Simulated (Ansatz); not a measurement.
Program: Ansatz. Geometries: PBE0-D4/def2-TZVP. ΔE: electronic, gas phase. CCSD(T)/CBS is the MP2 limit (def2-TZVPP, def2-QZVPP) plus CCSD(T) − MP2 in def2-TZVPP, frozen cores. DFT in def2-TZVPP. For Ge outer-core shells are correlated without core-valence functions, which leaves a few kJ/mol of doubt a bond. Scalar relativity is left out up to krypton.

Reaction (isomerisation): `F[CH]1[CH2][GeH2]1` → `F/C=[CH]/[GeH3]`

Task: Is it downhill or uphill in electronic energy at CCSD(T)/CBS, and by how much? (Best estimate.)

Result: The calculation gave: Downhill: ΔE = -68.7 kJ/mol.

Task: What do these levels give: r2SCAN-D4, ωB97M-V, r2SCAN, HF/def2-TZVPP, SCS-MP2/def2-TZVPP, CCSD/CBS(def2)? (An estimate is asked.)

Result: Computed: r2SCAN-D4 -66.7, ωB97M-V -71.7, r2SCAN -66.6, HF/def2-TZVPP -109.5, SCS-MP2/def2-TZVPP -77.3, CCSD/CBS(def2) -71.3 kJ/mol.

Largest T1 diagnostic among the species: 0.012.

In def2-TZVPP, CCSD(T) changes the Hartree–Fock value by +33.4 kJ/mol (the triples alone add +2.6 kJ/mol) and MP2 by +41.5 kJ/mol.
